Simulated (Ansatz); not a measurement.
`[OH][Zr]([OH])([SeH])[SeH]`. Charge 0, multiplicity 1. Zr takes the def2 core potential.

Z-matrix (Å, degrees):
```
Zr
O 1 1.898
Se 1 2.595 2 111.2
O 1 1.898 2 116.4 3 -118.6
Se 1 2.595 2 103.8 3 118.8
H 2 0.953 1 168.3 3 87.3
H 3 1.473 1 89.2 2 51.5
H 4 0.953 1 168.4 2 -31.5
H 5 1.473 1 89.2 2 177.5
```

Question: List the harmonic frequencies (cm⁻¹, unscaled) at PBE0-D4/def2-TZVP in Ansatz. (Estimate.)

Answer: The calculation gave: 59, 98, 104, 115, 132, 143, 185, 202, 250, 269, 286, 334, 356, 434, 441, 734, 736, 2422, 2422, 3988, 3990.

Question: Is this a minimum?

Answer: Yes, all 21 modes are real.

Question: Give the ideal-gas thermochemistry at 298.15 K and 1 bar (rigid rotor, harmonic oscillator; point group C2, symmetry number 2).

Answer: Zero-point energy 105.9 kJ/mol; H(298) − E = 137.6 kJ/mol; entropy 445.3 J/(mol·K), of which translation 179.4, rotation 123.5, vibration 142.4; G(298) − E = 4.9 kJ/mol. Modes under 100 cm⁻¹ are hindered rotations or soft bends, so the harmonic entropy is rough.

Question: Rotational constants (cm⁻¹)?

Answer: 0.04895, 0.02051, 0.01734.
